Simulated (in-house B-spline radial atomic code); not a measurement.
A fraction x of an electron is removed from 3s in Ar, starting from [Ne] 3s2 3p6 and keeping the highest spin. Level of theory: non-relativistic LDA PW92, spin-polarised, spherical fractional occupations, point nucleus; calculated with a radial B-spline atomic code at the basis-set limit.

```json
{"x": "0", "E(x) - E(0) (eV)": "0.0000", "3s down level (eV)": "-24.034"}
{"x": "0.02", "E(x) - E(0) (eV)": "0.4830", "3s down level (eV)": "-24.266"}
{"x": "0.22", "E(x) - E(0) (eV)": "?", "3s down level (eV)": "?"}
{"x": "0.3", "E(x) - E(0) (eV)": "7.7389", "3s down level (eV)": "-27.583"}
{"x": "0.46", "E(x) - E(0) (eV)": "12.3076", "3s down level (eV)": "-29.532"}
{"x": "0.5", "E(x) - E(0) (eV)": "?", "3s down level (eV)": "?"}
{"x": "0.61", "E(x) - E(0) (eV)": "16.8766", "3s down level (eV)": "-31.392"}
{"x": "0.71", "E(x) - E(0) (eV)": "20.0785", "3s down level (eV)": "-32.648"}
{"x": "0.82", "E(x) - E(0) (eV)": "23.7464", "3s down level (eV)": "-34.044"}
{"x": "0.99", "E(x) - E(0) (eV)": "29.7191", "3s down level (eV)": "-36.229"}
{"x": "1", "E(x) - E(0) (eV)": "30.0820", "3s down level (eV)": "-"}
```

Question: What belongs in the row x = 0.22?

Answer: An energy change of 5.5708 eV; 3s down at -26.622 eV.

Question: What belongs in the row x = 0.5?

Answer: An energy change of 13.4988 eV; 3s down at -30.025 eV.

Question: Check Janak's theorem between x = 0.3 and 0.46.

Answer: The slope of the energy is 28.55 eV; the orbital levels give 28.56 eV (-ε of the emptying orbital, averaged over the two points).
